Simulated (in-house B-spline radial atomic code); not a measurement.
I²⁺. Computed with a B-spline radial atomic code. Model: all-electron spherical atom, spin shells full or empty, radial basis limit, no spin-orbit coupling: exact exchange with a local potential (Slater, KLI or optimised effective potential, whose far tail is KLI's), no correlation.

Exchange potential has not reached -1/r at the last radius.

The run also made RPA and GW results, which its time includes.

The Slater potential averages the orbital exchange potentials with the orbital densities as weights, KLI adds orbital constants, and the optimised effective potential minimises the exact-exchange energy among local potentials. So their energies lie above Hartree-Fock in the order OEP, KLI, Slater. All fall off as −1/r, unlike LDA and GGA exchange.

Command:
```bash
python run_gw.py task.json out
```
Settings (nuclear radius in fm, other lengths in bohr, energies in hartree):
```
Z                      53
electrons              51
configuration          [Kr] 4d10 5s2 5p3
hamiltonian            x2c
method                 kli
lmax                   9
rms_radius             4.75
spin_polarised         True
box_radius             17.55
intervals              102
```

Run time, properties included: 26 s on 1 thread of Arm Neoverse N1 (shared host).

Given: hamiltonian one-electron scalar X2C; mean-field start exchange-only KLI.

Computed: energy above Hartree-Fock 23.712 millihartree.

```
radius (bohr)  r times exchange potential up (hartree bohr)  r times exchange potential down (hartree bohr)
     0.000943                                      -0.04633                                        -0.04628
      0.00119                                     -0.058297                                       -0.058234
       0.0015                                     -0.073187                                       -0.073106
       0.0019                                     -0.092138                                       -0.092036
      0.00239                                      -0.11492                                         -0.1148
      0.00302                                      -0.14344                                        -0.14327
      0.00381                                      -0.17783                                        -0.17762
       0.0048                                      -0.21862                                        -0.21836
      0.00606                                      -0.26662                                        -0.26629
      0.00765                                      -0.32076                                        -0.32034
      0.00965                                      -0.37874                                         -0.3782
       0.0122                                      -0.43712                                        -0.43644
       0.0154                                      -0.48833                                        -0.48745
       0.0194                                      -0.52381                                        -0.52266
       0.0245                                       -0.5366                                        -0.53505
       0.0309                                      -0.53061                                        -0.52846
        0.039                                      -0.54221                                        -0.53922
       0.0491                                             ?                                               ?
        0.062                                      -0.75563                                        -0.75123
       0.0782                                             ?                                               ?
       0.0987                                      -0.94137                                        -0.93608
        0.125                                      -0.92083                                        -0.91493
        0.157                                      -0.93082                                        -0.92261
        0.198                                       -1.1138                                         -1.1015
         0.25                                        -1.314                                         -1.2989
        0.316                                       -1.3332                                          -1.317
        0.398                                       -1.1127                                         -1.0959
        0.503                                      -0.97114                                        -0.94031
        0.634                                       -1.2406                                         -1.2038
          0.8                                       -1.4108                                          -1.383
         1.01                                       -1.3469                                         -1.3268
         1.27                                       -1.1923                                         -1.1181
         1.61                                       -1.2362                                        -0.94085
         2.03                                       -1.3734                                        -0.92677
         2.56                                       -1.4028                                        -0.96787
         3.23                                         -1.33                                        -0.99126
         4.08                                       -1.2251                                        -0.99846
```

**Question.** What belongs in the row 0.0491?

**Answer.** r times exchange potential up (hartree bohr): -0.62086; r times exchange potential down (hartree bohr): -0.61706.

**Question.** What belongs in the row 0.0782?

**Answer.** r times exchange potential up (hartree bohr): -0.88068; r times exchange potential down (hartree bohr): -0.8758.

```
occupied  level (hartree)  Hartree-Fock level (hartree)
   1s up          -1210.4                       -1225.7
 1s down          -1210.3                       -1225.7
   2s up          -187.94                       -193.67
 2s down          -187.89                       -193.67
   2p up          -168.93                       -173.77
 2p down          -168.87                       -173.76
   3s up          -38.824                        -41.26
 3s down           -38.77                        -41.25
   3p up          -32.642                       -34.639
 3p down          -32.588                       -34.625
   3d up           -23.33                       -24.677
 3d down          -23.276                       -24.672
   4s up          -7.5407                       -8.5118
 4s down                ?                             ?
   4p up          -5.6038                       -6.3377
 4p down          -5.5572                       -6.3083
   4d up          -2.7636                       -3.0514
 4d down          -2.7088                       -3.0309
   5s up                ?                             ?
 5s down            -1.37                       -1.3695
   5p up          -1.1122                       -1.1144
```

**Question.** What belongs in the row 4s down?

**Answer.** level (hartree): -7.4945; Hartree-Fock level (hartree): -8.4862.

**Question.** What belongs in the row 5s up?

**Answer.** level (hartree): -1.5283; Hartree-Fock level (hartree): -1.6642.

```csv
empty,level (hartree)
5p down,-0.95345
5d up,-0.60979
6s up,-0.58279
6s down,-0.52356
5d down,-0.50023
6p up,?
6p down,-0.41859
4f up,-0.37651
```

**Question.** What belongs in the row 6p up?

**Answer.** level (hartree): -0.4636.

The highest level, 5p up, differs from Hartree-Fock by +0.062 eV and the deepest, 1s up, by +417 eV: a local potential can match the highest level but can't give each shell its own exchange.
